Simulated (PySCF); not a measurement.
Delta-SCF ions had no search for a lower state. 

Cartesian coordinates (Å):
SMILES: C=Cc1ccc(F)c([SiH3])c1
```xyz
19

C      3.4410    -0.6389    -0.5148
C      2.1639    -1.0231    -0.4065
C      0.9955    -0.1714    -0.1547
C      1.0815     1.2229    -0.0054
C     -0.0502     1.9906     0.2337
C     -1.2838     1.3565     0.3243
F     -2.3716     2.0980     0.5549
C     -1.4343    -0.0210     0.1844
Si    -3.1346    -0.8125     0.3189
C     -0.2721    -0.7640    -0.0561
H      3.7526     0.4050    -0.4207
H      4.2303    -1.3695    -0.7041
H      1.9348    -2.0896    -0.5133
H      2.0508     1.7203    -0.0777
H      0.0054     3.0742     0.3512
H     -4.0605    -0.2794    -0.7236
H     -3.7373    -0.5661     1.6623
H     -2.9616    -2.2826     0.1188
H     -0.3498    -1.8494    -0.1718
```
Charge 0, multiplicity 1.

**Question.** Estimate the vertical ionisation energy (Delta-SCF), total energy, LUMO, S1 oscillator strength and HOMO–LUMO gap that PySCF with ωB97X-D3(BJ)/def2-TZVP // PBE0-D3(BJ)/def2-SVP returns for this input.

**Answer.** 
```json
{
  "vertical ionisation energy (Delta-SCF)": "8.44 eV",
  "total_energy": "-19045.94 eV",
  "LUMO": "0.65 eV",
  "S1 oscillator strength": "0.069",
  "HOMO–LUMO gap": "9.41 eV"
}
```
